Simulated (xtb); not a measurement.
HBr, charge -1, sextet, at the geometry of the source list (a state made from the parent by changing its charge; the spin is typed, not shown lowest); GFN2-xTB (xtb).

xtb was given this input:
```
$ xtb mol.xyz --gfn 2 --chrg -1 --uhf 5 --json

# file mol.xyz
2

Br     0.70040000     0.00000000     0.00000000
H     -0.70040000     0.00000000     0.00000000
```

What the program printed (banner, timings and long lists left out):

```
   ID    Z sym.   atoms
    1   35 Br     1
    2    1 H      2

           -------------------------------------------------
          |                Calculation Setup                |
           -------------------------------------------------

           -------------------------------------------------
          |                 G F N 2 - x T B                 |
           -------------------------------------------------

          ...................................................
          :                      SETUP                      :
          :.................................................:
          :  # basis functions                  11          :
          :  # atomic orbitals                  10          :
          :  # shells                            4          :
          :  # electrons                         9          :
          :  max. iterations                   250          :
          :  Hamiltonian                  GFN2-xTB          :
          :  restarted?                      false          :
          :  GBSA solvation                  false          :
          :  PC potential                    false          :
          :  electronic temp.          300.0000000     K    :
          :  accuracy                    1.0000000          :
          :  -> integral cutoff          0.2500000E+02      :
          :  -> integral neglect         0.1000000E-07      :
          :  -> SCF convergence          0.1000000E-05 Eh   :
          :  -> wf. convergence          0.1000000E-03 e    :
          :  Broyden damping             0.4000000          :
          :  net charge                         -1          :
          :  unpaired electrons                  5          :
          ...................................................

 iter      E             dE          RMSdq      gap      omega  full diag
   1     -3.8004855 -0.380049E+01  0.260E+01    0.02       0.0  T
   2     -3.7869527  0.135328E-01  0.278E+01    0.22       1.0  T
   3     -3.8071600 -0.202073E-01  0.164E+01    0.02       1.0  T
   4     -3.8174385 -0.102785E-01  0.426E+00    0.07       1.0  T
   5     -3.8173486  0.898762E-04  0.430E+00    0.07       1.0  T
   6     -3.8270229 -0.967422E-02  0.297E+00    0.06       1.0  T
   7     -3.8273502 -0.327324E-03  0.276E+00    0.02       1.0  T
   8     -3.8277292 -0.379054E-03  0.187E+00    0.05       1.0  T
   9     -3.8278561 -0.126879E-03  0.503E-01    0.04       1.0  T
  10     -3.8278692 -0.131167E-04  0.162E-01    0.04       1.0  T
  11     -3.8278701 -0.855632E-06  0.180E-02    0.04       3.9  T
  12     -3.8278701 -0.325142E-07  0.556E-02    0.04       1.3  T
  13     -3.8278702 -0.113863E-06  0.912E-03    0.04       7.8  T
  14     -3.8278702 -0.361665E-08  0.819E-04    0.04      86.3  T
  15     -3.8278702  0.466183E-10  0.854E-04    0.04      82.8  T

   *** convergence criteria satisfied after 15 iterations ***

         :::::::::::::::::::::::::::::::::::::::::::::::::::::
         ::                     SUMMARY                     ::
         :::::::::::::::::::::::::::::::::::::::::::::::::::::
         :: total energy              -3.818563069281 Eh    ::
         :: gradient norm              0.121942392187 Eh/a0 ::
         :: HOMO-LUMO gap              0.038232472729 eV    ::
         ::.................................................::
         :: SCC energy                -3.827870233168 Eh    ::
         :: -> isotropic ES            0.048275053307 Eh    ::
         :: -> anisotropic ES         -0.000285465270 Eh    ::
         :: -> anisotropic XC         -0.004429799350 Eh    ::
         :: -> dispersion             -0.000189424150 Eh    ::
         :: repulsion energy           0.009307163887 Eh    ::
         :: add. restraining           0.000000000000 Eh    ::
         :: total charge              -1.000000000005 e     ::
         :::::::::::::::::::::::::::::::::::::::::::::::::::::

           -------------------------------------------------
          |                Property Printout                |
           -------------------------------------------------

    * Orbital Energies and Occupations

         #    Occupation            Energy/Eh            Energy/eV
      -------------------------------------------------------------
         1        2.0000           -0.5684533             -15.4684
         2        2.0000           -0.2814744              -7.6593
         3        1.0000           -0.2256863              -6.1412
         4        1.0000           -0.2256863              -6.1412
         5        1.0000            0.0024741               0.0673
         6        0.6769            0.1277917               3.4774
         7        0.6769            0.1277917               3.4774 (HOMO)
         8        0.3231            0.1291967               3.5156 (LUMO)
         9        0.3231            0.1291967               3.5156
        10                          0.9009027              24.5148
      -------------------------------------------------------------
                  HL-Gap            0.0014050 Eh            0.0382 eV
             Fermi-level           -0.0627013 Eh           -1.7062 eV

     #   Z          covCN         q      C6AA      α(0)
     1  35 Br       0.872    -1.138   219.639    23.895
     2   1 H        0.872     0.138     1.485     1.908

 Mol. C6AA /au·bohr⁶  :        257.225860
 Mol. C8AA /au·bohr⁸  :      14903.613966
 Mol. α(0) /au        :         25.802778

Wiberg/Mayer (AO) data.
largest (>0.10) Wiberg bond orders for each atom

 ---------------------------------------------------------------------------
     #   Z sym  total        # sym  WBO       # sym  WBO       # sym  WBO
 ---------------------------------------------------------------------------
     1  35 Br   0.919 --     2 H    0.919
     2   1 H    0.919 --     1 Br   0.919
 ---------------------------------------------------------------------------

Topologies differ in total number of bonds
Writing topology from bond orders to xtbtopo.mol

molecular dipole:
                 x           y           z       tot (Debye)
 q only:       -1.688       0.000       0.000
   full:       -2.313      -0.000       0.000       5.878
molecular quadrupole (traceless):
                xx          xy          yy          xz          yz          zz
 q only:       -1.752       0.000       0.876       0.000       0.000       0.876
  q+dip:       -3.551      -0.000       1.776       0.000       0.000       1.776
   full:       -3.579       0.000       1.789      -0.000       0.000       1.789

           -------------------------------------------------
          | TOTAL ENERGY               -3.818563069281 Eh   |
          | GRADIENT NORM               0.121942392187 Eh/α |
          | HOMO-LUMO GAP               0.038232472729 eV   |
           -------------------------------------------------

normal termination of xtb
```
